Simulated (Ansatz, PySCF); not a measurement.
In(NH2)3 (H6InN3), SMILES [NH2][In]([NH2])[NH2]. Atoms are numbered in the order given.

```xyz
10

In    -0.0098    -0.0048    -0.0040
N      1.7630    -0.5187    -0.9085
H      2.4445    -0.9639    -0.2947
H      2.2366     0.2455    -1.3893
N     -0.6074    -1.0054     1.6889
H     -0.2860    -1.9710     1.7505
H     -1.6106    -1.0023     1.8690
N     -1.0593     1.6236    -0.6908
H     -2.0601     1.6132    -0.4982
H     -0.9383     1.8222    -1.6834
```

Geometry optimised at B3LYP-D3(BJ)/def2-SVP. The def2 effective core potentials stand for the cores of In; spin–orbit coupling is left out. The values are those of a single conformer.

Two levels are set side by side: PBE-D3(BJ)/def2-SVP (Ansatz, a quantum-chemistry and plane-wave program) and B3LYP-D3(BJ)/def2-SVP (Ansatz). Each level has its own optimised geometry; the coordinates shown are those of the second. Frequencies come from the Hessian of PySCF at each geometry. Differences are taken from unrounded values.

```json
[
 {"quantity": "mean bond length (Å)", "B3LYP-D3(BJ)": "1.365"},
 {"quantity": "bond In1–N2 (Å)", "B3LYP-D3(BJ)": "2.055"},
 {"quantity": "bond In1–N5 (Å)", "B3LYP-D3(BJ)": "2.055"},
 {"quantity": "bond In1–N8 (Å)", "B3LYP-D3(BJ)": "2.055"},
 {"quantity": "bond N2–H3 (Å)", "B3LYP-D3(BJ)": "1.020"},
 {"quantity": "bond N2–H4 (Å)", "B3LYP-D3(BJ)": "1.020"},
 {"quantity": "bond N5–H6 (Å)", "B3LYP-D3(BJ)": "1.020"},
 {"quantity": "bond N5–H7 (Å)", "B3LYP-D3(BJ)": "1.019"},
 {"quantity": "bond N8–H9 (Å)", "B3LYP-D3(BJ)": "1.019"},
 {"quantity": "bond N8–H10 (Å)", "B3LYP-D3(BJ)": "1.020"},
 {"quantity": "highest harmonic wavenumber (cm⁻¹)", "B3LYP-D3(BJ)": "3607"},
 {"quantity": "mean harmonic wavenumber (cm⁻¹)", "B3LYP-D3(BJ)": "1345"},
 {"quantity": "zero-point energy (kcal/mol)", "B3LYP-D3(BJ)": "46.13"}
]
```

Task: What does PBE-D3(BJ) give, and how far is it from B3LYP-D3(BJ)? (The exact figures need the calculation; the answer reports its results.)

Result: 
| quantity | PBE-D3(BJ) | PBE-D3(BJ) minus B3LYP-D3(BJ) |
|---|---|---|
| mean bond length (Å) | 1.377 | 0.012 |
| bond In1–N2 (Å) | 2.072 | 0.017 |
| bond In1–N5 (Å) | 2.073 | 0.018 |
| bond In1–N8 (Å) | 2.073 | 0.018 |
| bond N2–H3 (Å) | 1.029 | 0.009 |
| bond N2–H4 (Å) | 1.029 | 0.009 |
| bond N5–H6 (Å) | 1.029 | 0.009 |
| bond N5–H7 (Å) | 1.029 | 0.009 |
| bond N8–H9 (Å) | 1.029 | 0.009 |
| bond N8–H10 (Å) | 1.029 | 0.009 |
| highest harmonic wavenumber (cm⁻¹) | 3514 | -93 |
| mean harmonic wavenumber (cm⁻¹) | 1315 | -30 |
| zero-point energy (kcal/mol) | 45.11 | -1.02 |

GGA bonds tend to be longer and softer than those of functionals with exact exchange. Differences between two approximate levels are no errors against the true value.
